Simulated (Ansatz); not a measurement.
Si₁₈NH₂₈⁺, a doped nanocrystal cut from the lattice of silicon (N on a surface site). Charge 1, multiplicity 1. Geometry PBE-D4/def2-SVP.

```
atom   x (Å)   y (Å)   z (Å)
  N1  -1.824   0.021  -3.710
 Si2   0.721  -1.319  -1.719
 Si3   3.824   0.421   2.268
 Si4  -2.637  -2.872  -1.869
 Si5   0.341  -1.154   2.079
 Si6   1.234   2.079  -0.010
 Si7  -2.227   0.437  -0.259
 Si8   0.763   2.246   3.784
 Si9  -0.353  -3.410  -1.664
Si10   0.064  -0.237  -3.697
Si11  -2.838  -1.582  -3.829
Si12   2.643  -1.616   2.235
Si13   3.516   1.554   0.226
Si14   0.064   0.044   0.076
Si15   3.056   1.768   4.044
Si16  -3.481  -1.546  -0.115
Si17  -0.482   0.246   3.781
Si18  -2.480   1.279  -2.437
Si19   0.420   3.400   1.760
 H20   2.220  -1.423  -1.841
 H21   5.294   0.128   2.445
 H22  -3.499  -4.073  -2.166
 H23  -0.478  -2.418   1.946
 H24  -1.997   0.489  -4.622
 H25   0.939   2.703  -1.357
 H26  -2.754   1.541   0.622
 H27   0.286   3.113   4.924
 H28   0.057  -4.262  -2.835
 H29  -0.081  -4.119  -0.366
 H30   0.277  -0.997  -4.975
 H31   0.579   1.166  -3.842
 H32  -2.277  -2.228  -5.063
 H33  -4.223  -1.068  -4.100
 H34   3.032  -2.437   1.029
 H35   2.918  -2.415   3.481
 H36   3.932   0.684  -0.934
 H37   4.323   2.826   0.196
 H38   3.270   1.044   5.348
 H39   3.832   3.059   4.056
 H40  -3.274  -2.216   1.215
 H41  -4.943  -1.283  -0.360
 H42  -0.375  -0.453   5.111
 H43  -1.936   0.525   3.488
 H44  -1.654   2.496  -2.737
 H45  -3.890   1.487  -2.911
 H46   1.147   4.719   1.769
 H47  -1.050   3.653   1.533
```

LC-ωPBE has ω = 0.4 bohr⁻¹. Single mean-field runs in def2-SVP, def2-TZVP are fitted with def2-universal-jkfit.

(1) Estimate the orbital energies around the gap (eV) in Ansatz with HF/STO-3G, PBE-D4/def2-SVP, r2SCAN-D4/def2-TZVP, PBE0-D4/def2-SVP, LC-ωPBE/def2-TZVP.

Results:

(1) 
```tsv
orbital	HF/STO-3G	PBE-D4/def2-SVP	r2SCAN-D4/def2-TZVP	PBE0-D4/def2-SVP	LC-ωPBE/def2-TZVP
HOMO−9	-11.35	-10.14	-10.39	-11.27	-13.72
HOMO−8	-10.91	-9.98	-10.18	-11.04	-13.41
HOMO−7	-10.84	-9.61	-9.85	-10.72	-13.17
HOMO−6	-10.25	-9.30	-9.51	-10.35	-12.72
HOMO−5	-9.92	-9.28	-9.46	-10.29	-12.61
HOMO−4	-9.71	-9.27	-9.46	-10.28	-12.59
HOMO−3	-9.70	-9.18	-9.39	-10.21	-12.52
HOMO−2	-9.66	-9.16	-9.36	-10.18	-12.50
HOMO−1	-9.57	-9.11	-9.33	-10.13	-12.39
HOMO	-9.54	-9.02	-9.23	-10.03	-12.32
LUMO	4.78	-5.76	-5.72	-5.04	-3.07
LUMO+1	5.35	-4.88	-4.90	-4.20	-2.35
LUMO+2	5.51	-4.79	-4.81	-4.10	-2.25
LUMO+3	5.63	-4.68	-4.73	-4.00	-2.21
LUMO+4	6.11	-4.44	-4.41	-3.70	-1.79
LUMO+5	6.71	-4.34	-4.33	-3.60	-1.76
```
